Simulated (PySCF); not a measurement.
**A series of related molecules**

Theory: GIAO B97-2/pcSseg-1 magnetisability, rotational g tensor and spin-rotation constants, non-relativistic, gas phase (PySCF). Geometry: GFN2-xTB.

Each molecule in one low-energy conformer.

(1) Order by isotropic susceptibility, lowest first.
A. COC[C@@H]1C=C[S@@](=O)C1
B. N[C@@H]1C=C[S@@](=O)C1
C. NC(=O)[C@@H]1C=C[S@](=O)C1
D. O=[S@@]1C=C[C@H](S(=O)(=O)O)C1
E. [H]/N=C/[C@@H]1C=C[S@@](=O)C1

## Answers

(1) D (-85), A (-81), C (-73), E (-64), B (-63).

All values:
| molecule | change | χ, cgs (10⁻⁶ cm³/mol) | magnetisability anisotropy (10⁻³⁰ J/T²) |
| --- | --- | --- | --- |
| NC(=O)[C@@H]1C=C[S@](=O)C1 | H on C replaced by CONH2 | -72.8 | 323 |
| N[C@@H]1C=C[S@@](=O)C1 | H on C replaced by NH2 | -63.0 | 286 |
| [H]/N=C/[C@@H]1C=C[S@@](=O)C1 | H on C replaced by CH=NH | -64.1 | 281 |
| O=[S@@]1C=C[C@H](S(=O)(=O)O)C1 | H on C replaced by SO3H | -85.1 | 336 |
| COC[C@@H]1C=C[S@@](=O)C1 | H on C replaced by CH2OCH3 | -81.5 | 276 |
